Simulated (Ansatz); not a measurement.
Stepwise reaction of `S[Si](S)(Cl)Cl` with hydrogen, as a gas-phase model of exchange steps in deposition or etching. ΔE in kJ/mol.

Isolated molecules relaxed with PBE0-D4/def2-TZVP in Ansatz; ΔE leaves out vibrations. CBS: MP2 limit from def2 TZ/QZ plus the TZ coupled-cluster correction, frozen cores. This one scheme is used for every species. Functionals use def2-TZVPP. B3LYP here is the variant with VWN-RPA as its local correlation; programs differ in this. One conformer a species, not always the lowest.

```tsv
step	reaction	PBE-D4	B3LYP-D4	ωB97M-V	CCSD(T)/CBS
1	`S[Si](S)(Cl)Cl` + H₂ → `S[SiH](Cl)Cl` + H₂S	49.0	41.8	41.0	41.3
```

Question: Give the row of step 2, `S[SiH](Cl)Cl` + H₂ → `Cl[SiH2]Cl` + H₂S. (Best estimate.)

Answer: The calculation gave: 
| step | reaction | PBE-D4 | B3LYP-D4 | ωB97M-V | CCSD(T)/CBS |
| --- | --- | --- | --- | --- | --- |
| 2 | `S[SiH](Cl)Cl` + H₂ → `Cl[SiH2]Cl` + H₂S | 48.0 | 40.3 | 40.5 | 41.3 |

Question: By hand: ΔE of the 2 steps together at CCSD(T)/CBS.

Answer: (41.3) + (41.3) = 82.6 kJ/mol, or 41.3 kJ/mol a step.

In ΔE the steps differ by no more than 0.0 kJ/mol. All are uphill at CCSD(T)/CBS. PBE-D4 differs from CCSD(T)/CBS by 6.7 to 7.7 kJ/mol a step. Isolated molecules leave out the surface, adducts and barriers. Largest T1 diagnostic: 0.010.
